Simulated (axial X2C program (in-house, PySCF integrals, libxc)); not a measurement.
**Outer orbitals of MnBr⁺ at 2.236 Å, PBE0**

All values were computed with an in-house all-electron X2C program for linear molecules (integrals from PySCF). Spin-free means the one-electron spin-free X2C Hamiltonian; two-component (2c) means X2C with spin–orbit coupling and atomic mean-field two-electron Coulomb and Gaunt terms, so the difference of the two also holds small scalar two-electron terms. Basis: Br dyall-cv3z [8s9p6d4f1g], Mn dyall-cv3z [9s10p6d3f2g] (cores contracted in-house); Gaussian nuclei, density fitting, unrestricted open shells. Masses: Br 78.918 u, Mn 54.938 u.

The distance is close to the 2c PBE0 minimum; the highest filled and lowest empty levels are listed.

Spin-free orbitals, state M_S = 5/2, Λ = 0 (beyond evenly filled blocks: σα, π+α, π-α, δ+α, δ-α) (Löwdin shares):

```tsv
symmetry	occupied	ε (eV)	atomic character
σα	yes	-27.28	80% Br s, 8% Mn p, 7% Mn d
σβ	yes	-27.18	81% Br s, 8% Mn p, 6% Mn d
σα	yes	-18.01	84% Mn d, 12% Br p, 3% Br s
π-α	yes	-17.95	96% Mn d, 3% Br p
π+α	yes	-17.95	96% Mn d, 3% Br p
δ-α	yes	-17.88	100% Mn d
δ+α	yes	-17.88	100% Mn d
σβ	yes	-15.44	75% Br p, 10% Mn d, 8% Mn s
σα	yes	-14.78	59% Br p, 26% Mn s, 10% Mn d
π-β	yes	-13.86	82% Br p, 13% Mn d, 4% Mn p
π+β	yes	-13.86	82% Br p, 13% Mn d, 4% Mn p
π-α	yes	-13.62	87% Br p, 7% Mn d, 6% Mn p
π+α	yes	-13.62	87% Br p, 7% Mn d, 6% Mn p
σα	no	-9.59	53% Mn s, 30% Mn p, 13% Br p
σβ	no	-8.75	50% Mn s, 45% Mn d, 2% Br p
π+β	no	-8.33	88% Mn d, 9% Br p
π-β	no	-8.33	88% Mn d, 9% Br p
```

Spinors with spin–orbit coupling (state Ω = 5/2):

```
   ω  occupied  ε (eV)              atomic character    λ mixture
 1/2       yes  -27.29    80% Br s, 8% Mn p, 7% Mn d       100% σ
-1/2       yes  -27.19    81% Br s, 8% Mn p, 6% Mn d       100% σ
 1/2       yes  -18.01   84% Mn d, 12% Br p, 3% Br s       100% σ
-1/2       yes  -17.97             96% Mn d, 4% Br p       100% π
 3/2       yes  -17.92             96% Mn d, 3% Br p       100% π
-3/2       yes  -17.92                     100% Mn d       100% δ
 5/2       yes  -17.83                     100% Mn d       100% δ
-1/2       yes  -15.47   75% Br p, 10% Mn d, 8% Mn s  98% σ, 2% π
 1/2       yes  -14.82  61% Br p, 24% Mn s, 11% Mn d  95% σ, 5% π
 1/2       yes  -13.98   82% Br p, 12% Mn d, 4% Mn p  95% π, 5% σ
-1/2       yes  -13.76    87% Br p, 7% Mn d, 6% Mn p  98% π, 2% σ
-3/2       yes  -13.72   82% Br p, 14% Mn d, 4% Mn p       100% π
 3/2       yes  -13.47    87% Br p, 7% Mn d, 6% Mn p       100% π
 1/2        no   -9.58  53% Mn s, 30% Mn p, 13% Br p       100% σ
-1/2        no   -8.75   50% Mn s, 45% Mn d, 2% Br p       100% σ
 3/2        no   -8.35                     100% Mn d       100% δ
 1/2        no   -8.35             88% Mn d, 8% Br p       100% π
```

Task: How does the gap between the highest filled and lowest empty level change from the spin-free to the 2c table?

Result: From 4.03 to 3.89 eV at PBE0, a change of -0.14 eV.

Mulliken charges and populations of the two-component result (they depend on the basis, above all on diffuse functions):

Br -0.13 e (s 7.99 p 17.10 d 10.04), Mn 1.13 e (s 6.41 p 12.19 d 5.27). ⟨Lz⟩ = 0.00 ħ and ⟨Sz⟩ = 2.50 ħ (0.04 and 2.46 on the two atoms), which add up to Ω.

One determinant describes the state; a PBE0 search over occupations chose it and may have missed a lower one. Density functionals use the spin component along the axis (collinear). With several unpaired electrons one determinant need not be a pure state. This is the top spin component of a Σ state; components of lower Ω are not single determinants and can lie lower.
